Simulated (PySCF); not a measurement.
Electronic structure of Pd (palladium, neutral) at the UHF level

Configuration: [Kr] 4d10, closed-shell 1S. Computed with PySCF 2.14 in def2-SVP with the def2 core potential (28 electrons) (5s3p2d1f, 31 functions), with a scalar-relativistic core potential.

| Property | Result |
| --- | --- |
| Total energy | -127.000351 hartree |
| One-electron energy | -228.4456 hartree |
| Hartree (Coulomb) energy | 113.5719 hartree |
| Exchange energy | -12.1267 hartree |
| ⟨S²⟩ | 0.0000 |
| ⟨L²⟩ | 0.000 |
| Sum of ⟨r⟩ | 23.88 bohr |
| Sum of ⟨r²⟩ | 39.47 bohr² |
| Time after the integrals | 0.06 s of wall time on 1 thread of Neoverse-V2 (shared host) |

```json
{"shell": "4s", "electrons": "2", "mean orbital energy (eV)": "-105.66", "rms radius, mean of both spins (bohr)": "1.02"}
{"shell": "4p", "electrons": "6", "mean orbital energy (eV)": "-66.100", "rms radius, mean of both spins (bohr)": "1.13"}
{"shell": "4d", "electrons": "10", "mean orbital energy (eV)": "-8.747", "rms radius, mean of both spins (bohr)": "1.72"}
```

Energies and moments cover only the electrons outside the core potential.
